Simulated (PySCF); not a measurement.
**C4H13PSi2: core ionisation energies**

Compound: C4H13PSi2.
Z-matrix (Å and degrees, PBE0-D3(BJ)/def2-SVP geometry), rows numbered from 1:
```
C 
Si  1  1.8848
C   2  1.9094  1  112.09
C   3  1.5359  2  109.29  1   -90.60
C   4  1.5357  3  111.68  2   -52.99
Si  5  1.9101  4  108.70  3    52.81
P   6  2.2667  2  114.68  1  -129.87
H   1  1.1014  2  111.07  3   -66.40
H   1  1.1006  2  111.17  3   173.16
H   1  1.1011  2  110.31  3    53.57
H   2  1.4976  1  110.21  3   124.95
H   3  1.1028  2  111.64  1    33.22
H   3  1.1044  2  108.06  1   150.12
H   4  1.1038  3  110.49  2  -176.10
H   4  1.1058  3  109.33  2    68.07
H   5  1.1015  4  111.83  3   177.30
H   5  1.1049  4  109.65  3   -64.41
H   6  1.5007  2  113.31  1     1.52
H   7  1.4296  6   94.45  2    78.81
H   7  1.4307  6   95.50  2   172.88
```

Theory: PySCF, delta-SCF UKS SCAN, pcX-2 on the ionised atom, pcseg-1 elsewhere, spin-free X2C. Binding energies are ΔSCF values: E(core-ionised, relaxed orbitals) − E(ground state) at a fixed geometry, referred to the vacuum level.

**Question.** What binding energy does each computed site have?

**Answer.** 
```tsv
atom(s)	bonded to	level	binding energy (eV)	2p1/2 (eV)	above the level's lowest (eV)	count
P7	2 H and Si	P 1s	2149.45	–	0.00	1
Si2	2 C, H and Si	Si 1s	1845.45	–	0.00	1
Si6	C, H, P and Si	Si 1s	1845.45	–	0.00	1
C4	2 C and 2 H	C 1s	290.49	–	+0.70	1
C1	3 H and Si	C 1s	290.01	–	+0.22	1
C5	C, 2 H and Si	C 1s	289.83	–	+0.04	1
C3	C, 2 H and Si	C 1s	289.79	–	0.00	1
P7	2 H and Si	P 2p3/2	135.92	136.81	0.00	1
Si2	2 C, H and Si	Si 2p3/2	105.75	106.37	0.00	1
Si6	C, H, P and Si	Si 2p3/2	105.75	106.37	0.00	1
```

The listed C 1s values span 0.70 eV, from C3 (bonded to C, 2 H and Si) to C4 (bonded to 2 C and 2 H). The widest gap between neighbouring values is 0.48 eV, between 290.01 and 290.49 eV. Summing the Pauling electronegativity differences to the bonded atoms, each weighted by its formal bond order, gives -1.35 for the lowest site and -0.70 for the highest; no listed site has a larger sum than the highest. The smallest sum, -1.70, belongs to C1, 0.22 eV above the lowest. The values 289.79 and 289.83 eV lie too close for their order to be trusted.

The 2 Si 1s values lie within 0.01 eV of each other; Gaussian lines of 0.5 eV full width would blend them into one maximum.

The 2 Si 2p3/2 values lie within 0.01 eV of each other.

**Question.** Which effective nuclear charge Zeff reproduces each element's mean 1s value in the hydrogen-like formula E = 13.606 eV × Zeff²?

**Answer.** C (Z = 6): mean 290.0 eV, Zeff = 4.62, Z − Zeff = 1.38; Si (Z = 14): mean 1845.5 eV, Zeff = 11.65, Z − Zeff = 2.35; P (Z = 15): mean 2149.5 eV, Zeff = 12.57, Z − Zeff = 2.43. Means run over the listed sites, weighted by atom count.

**Question.** What is the longest wavelength that can ionise Si 1s of Si2 vertically?

**Answer.** λ = hc/E = 12398.42 eV Å / 1845.45 eV = 6.718 Å.

2p3/2 and 2p1/2 are the ΔSCF energy of one spin-free 2p hole plus the eigenvalues of a spin–orbit and ligand-field matrix of the shell. 2p1/2 minus 2p3/2 (ligand field included): Si 0.62 eV, P 0.89 eV. The structure is a single PBE0-D3(BJ)/def2-SVP conformer in the gas phase; no vibrational or solvent corrections.
